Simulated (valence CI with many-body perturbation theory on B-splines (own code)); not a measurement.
Results of a calculation; reference values are marked as such.
Yb XXIX: what each term of the Hamiltonian does

Method: relativistic CI+MBPT: six valence electrons over a frozen Dirac-Fock core [Kr], a basis of 7 s, 7 p, 8 d, 6 f, 4 g, 1 h functions for each j, with the one-electron correlation potential Σ1, the two-electron term Σ2, the three-electron term Σ3, Breit, model QED; selected CI, second order for the rest, scaled by the run's own slope (own B-spline code, finite nucleus).

The last digits are not significant, and no measured levels were compared; by estimate large intervals hold to a few tenths of a per cent, small ones and those within an open d or f shell to about a per cent. Core correlation moves these levels by up to 8200 cm⁻¹, and in measured spectra 5 to 20 % of such shifts remained as error; rates that hang on mixing are uncertain with them. Among the levels kept, up to 780 cm⁻¹ of a level comes from second order outside the variational space, and about a tenth of that is noise between levels of different J, which matters for small intervals. Only levels of the ground parity were solved; by the run's estimate the other parity begins above the list, which can be wrong where configurations are misplaced.

Each rung adds one term. CI alone is the Dirac-Coulomb CI over the frozen core; QED comes last and gives the full result, which names the levels. Energies are above (4d3/2^4 4d5/2^2) J=4 on the same rung, in eV.

Levels are named by their leading jj configuration (3d3/2^4 stands for four electrons in 3d with j = 3/2), which in mixed levels can hold well under half, so a name can repeat and another be missing. Letters in brackets count levels of one name in rising energy.

```csv
Level,CI alone,Σ1,Σ2,Σ3,Breit,QED,Full
(4d3/2^4 4d5/2^2) J=2,2.500,-0.0002,+0.0186,-0.1892,+0.0497,-0.0005,2.378
(4d3/2^4 4d5/2^2) J=0,7.088,+0.0148,+0.3122,-0.2100,+0.0331,+0.0063,7.245
(4d3/2^3 4d5/2^3) J=3 [a],9.638,+0.0784,+0.1779,+0.0746,-0.2250,+0.0329,9.777
(4d3/2^3 4d5/2^3) J=4 [a],11.266,+0.0704,-0.0259,-0.0406,-0.2199,+0.0290,11.079
(4d3/2^3 4d5/2^3) J=1 [a],11.164,+0.0787,+0.2652,-0.0187,-0.1917,+0.0331,11.330
(4d3/2^3 4d5/2^3) J=5,14.296,+0.0779,-0.2632,-0.1342,-0.2790,+0.0302,13.727
(4d3/2^3 4d5/2^3) J=6,14.651,+0.0805,-0.3522,-0.1389,-0.3282,+0.0306,13.943
(4d3/2^3 4d5/2^3) J=2 [a],16.096,+0.0777,-0.0624,-0.3388,-0.2176,+0.0313,15.586
(4d3/2^3 4d5/2^3) J=3 [b],16.473,+0.0807,-0.0934,-0.2288,-0.2410,+0.0319,16.022
(4d3/2^3 4d5/2^3) J=0,20.221,+0.0726,-0.3404,-0.5264,-0.1748,+0.0280,19.280
(4d3/2^3 4d5/2^3) J=2 [b],19.859,+0.1033,+0.0453,-0.2408,-0.2782,+0.0408,19.529
(4d3/2^3 4d5/2^3) J=1 [b],20.455,+0.0871,-0.1627,-0.3742,-0.1904,+0.0341,19.849
(4d3/2^3 4d5/2^3) J=4 [b],20.797,+0.0906,-0.1255,-0.3514,-0.2851,+0.0353,20.160
(4d3/2^3 4d5/2^3) J=3 [c],22.129,+0.0819,-0.2712,-0.4839,-0.2114,+0.0314,21.276
(4d3/2^2 4d5/2^4) J=2 [a],22.574,+0.1364,+0.3620,-0.1771,-0.4078,+0.0587,22.547
(4d3/2^2 4d5/2^4) J=0 [a],23.420,+0.1444,+0.4622,-0.0666,-0.4022,+0.0613,23.619
(4d3/2^2 4d5/2^4) J=4 [a],25.015,+0.1536,+0.1154,-0.1732,-0.5007,+0.0633,24.673
(4d3/2^2 4d5/2^4) J=3 [a],26.236,+0.1481,+0.0348,-0.2479,-0.4501,+0.0612,25.782
(4d3/2^2 4d5/2^4) J=5,26.591,+0.1593,-0.0798,-0.1679,-0.5518,+0.0643,26.015
(4d3/2^2 4d5/2^4) J=6,28.403,+0.1616,-0.2776,-0.2591,-0.6019,+0.0640,27.490
(4d3/2^2 4d5/2^4) J=3 [b],28.291,+0.1610,-0.0157,-0.2720,-0.4994,+0.0653,27.730
(4d3/2^2 4d5/2^4) J=1,29.802,+0.1489,-0.0912,-0.4661,-0.4245,+0.0608,29.030
(4d3/2^2 4d5/2^4) J=4 [b],30.887,+0.1553,-0.2106,-0.3924,-0.5241,+0.0624,29.977
(4d3/2^2 4d5/2^4) J=2 [b],30.912,+0.1545,-0.0619,-0.5497,-0.4742,+0.0628,30.043
(4d3/2^2 4d5/2^4) J=2 [c],34.342,+0.1568,+0.1631,-0.5716,-0.4520,+0.0641,33.703
(4d3/2^2 4d5/2^4) J=4 [c],35.671,+0.1669,-0.0350,-0.5202,-0.5185,+0.0668,34.831
(4d3/2 4d5/2^5) J=1,36.745,+0.2258,+0.7788,-0.2888,-0.6725,+0.0957,36.884
(4d3/2^2 4d5/2^4) J=2 [d],42.404,+0.1590,-0.3190,-0.8573,-0.4394,+0.0630,41.010
(4d3/2 4d5/2^5) J=4,42.217,+0.2267,+0.2529,-0.4896,-0.7466,+0.0941,41.554
(4d3/2 4d5/2^5) J=2,43.748,+0.2297,+0.3064,-0.6242,-0.7115,+0.0955,43.044
(4d3/2 4d5/2^5) J=3,44.292,+0.2347,+0.1925,-0.5362,-0.7293,+0.0968,43.550
```

The middle columns are the shifts that each term adds.

How does the ionisation energy move along the ladder, and which term matters most?

CI alone 1060.8, + Σ1 1063.3, + Σ2 1067.1, + Σ3 1067.4, + Breit 1067.1, + QED 1067.1 eV. The largest step is Σ2, 3.8 eV. NIST lists 1065 ± 4 eV (theoretical).
